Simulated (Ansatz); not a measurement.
Reaction (ligand exchange at the Sn–C bond): `C[C](F)(Cl)[SnH3]` + H₂S → `[SH][SnH3]` + `CC(F)Cl`

Isolated molecules relaxed with PBE0-D4/def2-TZVP in Ansatz; ΔE leaves out vibrations. CBS: MP2 limit from def2 TZ/QZ plus the TZ coupled-cluster correction, frozen cores. This one scheme is used for every species. Functionals use def2-TZVPP. B3LYP here is the variant with VWN-RPA as its local correlation; programs differ in this. Elements past krypton have def2 core potentials. For Sn outer-core shells are correlated without core-valence functions, which leaves a few kJ/mol of doubt a bond.

| species | B3LYP-D4 energy (Eh) |
| --- | --- |
| `C[C](F)(Cl)[SnH3]` | -854.32934 |
| H₂S | -399.42766 |
| `[SH][SnH3]` | -615.01326 |
| `CC(F)Cl` | -638.78067 |

Task: Work out ΔE.

Result: ΔE = (-615.01326) + (-638.78067) − (-854.32934) − (-399.42766) = -0.03693 Eh = -97.0 kJ/mol. CCSD(T)/CBS gives -94.8 kJ/mol.

Largest T1 diagnostic among the species: 0.012.

From PBE to PBE0 (25 % exact exchange), in def2-TZVPP and without D4, ΔE moves by −6.6 kJ/mol. In def2-TZVPP, CCSD(T) changes the Hartree–Fock value by +30.1 kJ/mol (the triples alone add +3.8 kJ/mol) and MP2 by +28.6 kJ/mol. The D4 term adds +8.2 kJ/mol with B3LYP and +4.6 kJ/mol with PBE0; it sums over pairs of atoms, weighted by their polarisabilities, and B3LYP, whose exchange is more repulsive, gets the larger term.
